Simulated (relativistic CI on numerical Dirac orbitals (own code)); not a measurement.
# Yb VI: computed level list

These numbers are calculated, not measured: Dirac-Coulomb-Breit CI, KLI orbitals optimised for each configuration, model QED (radiative potential, 1s self-energy scaled to tabulated hydrogen-like ionisation energies), valence Slater integrals scaled by 0.85, P86 correlation energy added to each configuration (own radial code, finite nucleus).

Configurations in the expansion (outside the closed core [Kr] 4d10): 4f12 5s2 5p5, 4f11 5s2 5p6, 4f10 5s2 5p6 5d, 4f14 5s2 5p3, 4f13 5s2 5p4, 4f12 5s 5p6, 4f12 5s2 5p4 5d, 4f11 5s2 5p5 5d, 4f10 5s2 5p6 6s, 4f10 5s2 5p6 6p, 4f10 5s2 5p6 5f, 4f12 5s2 5p4 5f, 4f14 5p5, 4f13 5s 5p5, 4f12 5s2 5p4 6p, 4f14 5s 5p4, 4f13 5p6. Levels of other configurations are missing.

The lowest level is 4f11 5s2 5p6 4I°_15/2, with 96 % of that term; Hund's rules for 4f11 5s2 5p6 give 4I° with J = 15/2, in agreement.

| No. | Configuration | Term | J | E (cm⁻¹) | % | Lifetime (s) | jj configuration (%) |
| --- | --- | --- | --- | --- | --- | --- | --- |
| 1 | 4f11 5s2 5p6 | 4I° | 15/2 | 0.0 | 96 |  | 4f7/2^5 (78) |
| 2 | 4f11 5s2 5p6 | 4I° | 13/2 | 8737.3 | 99 | 4.16e-02 | 4f5/2^5 4f7/2^6 (92) |
| 3 | 4f11 5s2 5p6 | 4I° | 11/2 | 13041.6 | 75 | 2.95e-01 | 4f5/2^5 4f7/2^6 (37) |
| 4 | 4f11 5s2 5p6 | 4I° | 9/2 | 15293.9 | 39 | 3.83e+00 | 4f7/2^5 (62) |
| 5 | 4f11 5s2 5p6 | 4F° | 9/2 | 19792.0 | 49 | 1.28e-01 | 4f5/2^5 4f7/2^6 (50) |
| 6 | 4f11 5s2 5p6 | 4S° | 3/2 | 23657.1 | 58 |  | 4f7/2^5 (71) |
| 7 | 4f11 5s2 5p6 | 2H° | 11/2 | 23964.3 | 52 | 1.98e-02 | 4f7/2^5 (45) |
| 8 | 4f11 5s2 5p6 | 4F° | 7/2 | 26832.0 | 88 | 5.58e-02 | 4f5/2^5 4f7/2^6 (89) |
| 9 | 4f11 5s2 5p6 | 4F° | 5/2 | 28921.5 | 80 | 1.06e+00 | 4f5/2^5 4f7/2^6 (53) |
| 10 | 4f11 5s2 5p6 | 4F° | 3/2 | 29180.1 | 52 | 2.19e-01 | 4f5/2^5 4f7/2^6 (79) |
| 11 | 4f11 5s2 5p6 | 4F° | 9/2 | 30773.0 | 31 | 2.24e-02 | 4f5/2^5 4f7/2^6 (46) |
| 12 | 4f11 5s2 5p6 | 2K° | 15/2 | 32919.4 | 90 | 2.19e-02 | 4f5/2^5 4f7/2^6 (65) |
| 13 | 4f11 5s2 5p6 | 4G° | 11/2 | 33875.9 | 69 | 3.54e-02 | 4f5/2^5 4f7/2^6 (62) |
| 14 | 4f11 5s2 5p6 | 2G° | 7/2 | 35123.2 | 60 | 1.14e-01 | 4f5/2^4 4f7/2^7 (37) |
| 15 | 4f11 5s2 5p6 | 4G° | 9/2 | 35883.7 | 77 | 2.49e-02 | 4f5/2^5 4f7/2^6 (76) |
| 16 | 4f11 5s2 5p6 | 2K° | 13/2 | 39839.9 | 89 | 4.40e-02 | 4f5/2^5 4f7/2^6 (57) |
| 17 | 4f11 5s2 5p6 | 2P° | 3/2 | 40276.0 | 32 | 2.10e-02 | 4f5/2^4 4f7/2^7 (64) |
| 18 | 4f11 5s2 5p6 | 2P° | 1/2 | 41701.0 | 93 | 3.98e-02 | 4f5/2^5 4f7/2^6 (91) |
| 19 | 4f11 5s2 5p6 | 4G° | 5/2 | 43641.5 | 71 | 7.04e-02 | 4f5/2^5 4f7/2^6 (66) |
| 20 | 4f11 5s2 5p6 | 4G° | 7/2 | 43851.6 | 67 | 3.38e-02 | 4f5/2^4 4f7/2^7 (92) |
| 21 | 4f11 5s2 5p6 | 2D° | 5/2 | 44433.8 | 59 | 1.76e-02 | 4f5/2^4 4f7/2^7 (67) |
| 22 | 4f11 5s2 5p6 | 2H° | 9/2 | 45878.3 | 37 | 1.30e-02 | 4f5/2^3 4f7/2^8 (61) |
| 23 | 4f11 5s2 5p6 | 2D° | 5/2 | 49283.5 | 51 | 6.14e-02 | 4f5/2^5 4f7/2^6 (50) |
| 24 | 4f11 5s2 5p6 | 2I° | 11/2 | 50347.5 | 68 | 4.09e-02 | 4f5/2^5 4f7/2^6 (83) |
| 25 | 4f11 5s2 5p6 | 2L° | 17/2 | 50595.1 | 100 | 2.09e-01 | 4f5/2^5 4f7/2^6 (100) |
| 26 | 4f11 5s2 5p6 | 4D° | 7/2 | 51485.8 | 91 | 8.53e-02 | 4f5/2^5 4f7/2^6 (62) |
| 27 | 4f11 5s2 5p6 | 2I° | 13/2 | 53528.5 | 89 | 3.10e-02 | 4f5/2^5 4f7/2^6 (50) |
| 28 | 4f11 5s2 5p6 | 2D° | 3/2 | 53806.1 | 47 | 1.54e-02 | 4f5/2^4 4f7/2^7 (54) |
| 29 | 4f11 5s2 5p6 | 4D° | 3/2 | 55610.9 | 70 | 3.04e-02 | 4f5/2^5 4f7/2^6 (72) |
| 30 | 4f11 5s2 5p6 | 2L° | 15/2 | 58906.3 | 94 | 2.47e-02 | 4f5/2^4 4f7/2^7 (85) |
| 31 | 4f11 5s2 5p6 | 2H° | 9/2 | 59845.9 | 95 | 3.28e-02 | 4f5/2^5 4f7/2^6 (69) |
| 32 | 4f11 5s2 5p6 | 4D° | 1/2 | 61927.0 | 93 | 3.74e-02 | 4f5/2^4 4f7/2^7 (91) |
| 33 | 4f11 5s2 5p6 | 4D° | 5/2 | 63177.5 | 46 | 1.46e-02 | 4f5/2^4 4f7/2^7 (73) |
| 34 | 4f11 5s2 5p6 | 2H° | 11/2 | 63731.2 | 67 | 2.13e-02 | 4f5/2^4 4f7/2^7 (92) |
| 35 | 4f11 5s2 5p6 | 2F° | 7/2 | 68336.9 | 86 | 6.21e-03 | 4f5/2^4 4f7/2^7 (60) |
| 36 | 4f11 5s2 5p6 | 2D° | 3/2 | 71454.9 | 71 | 1.08e-02 | 4f5/2^3 4f7/2^8 (57) |
| 37 | 4f11 5s2 5p6 | 2F° | 5/2 | 80133.8 | 77 | 6.48e-03 | 4f5/2^3 4f7/2^8 (72) |
| 38 | 4f11 5s2 5p6 | 2G° | 7/2 | 82939.4 | 96 | 3.65e-02 | 4f5/2^5 4f7/2^6 (77) |
| 39 | 4f11 5s2 5p6 | 2G° | 9/2 | 88319.2 | 96 | 1.62e-02 | 4f5/2^4 4f7/2^7 (63) |
| 40 | 4f11 5s2 5p6 | 2F° | 5/2 | 115322.2 | 99 | 6.18e-03 | 4f5/2^5 4f7/2^6 (83) |
| 41 | 4f11 5s2 5p6 | 2F° | 7/2 | 121586.3 | 97 | 5.48e-03 | 4f5/2^4 4f7/2^7 (80) |
| 42 | 4f12(3H) 5p5 | 4H° | 13/2 | 124576.8 | 77 | 1.13e-03 | 4f7/2^6 5p3/2^3 (87) |
| 43 | 4f12(3H) 5p5 | 4I° | 15/2 | 125627.7 | 99 | 3.02e-03 | 4f7/2^6 5p3/2^3 (91) |
| 44 | 4f12(3H) 5p5 | 2H° | 11/2 | 126300.3 | 45 | 1.33e-03 | 4f7/2^6 5p3/2^3 (83) |
| 45 | 4f12(3H) 5p5 | 2G° | 9/2 | 128889.5 | 57 | 2.85e-03 | 4f7/2^6 5p3/2^3 (89) |

Energies count from the lowest computed level; ° marks odd parity; lifetimes are radiative, by E1, M1, E2 decay to levels of this space only; some are left blank where a channel outside the calculation adds to the decay or the decay crosses a small, uncertain gap. Percentages are summed over parent terms; the parents shown are those of the largest component, closed shells are left out there. Filled j subshells are mostly left out of the jj labels.

The mean weight of the leading LS term, summed over parents, in these 45 levels is 73 %, and that of the leading jj configuration (from the same eigenvectors) 70 %.

At this charge configurations can still be misplaced by up to about 7 % of their energy. Levels and lines within the n = 5 or 6 shells can be off by up to 10 % or somewhat more, and those that change n by about 2 %, since core polarisation is missing. Levels that differ in their count of f electrons can be misplaced by several ten thousand cm⁻¹, since the correlation energy of f electrons is missing or only estimated; rates across such gaps can be off by orders of magnitude. The computed lowest level isn't the tabulated ground level, which NIST ASD gives as 4f12 5p5 °.

LS names give the leading component of a level, which can be under half, so a name can repeat, a term be missing and a line seem to break the LS rules.
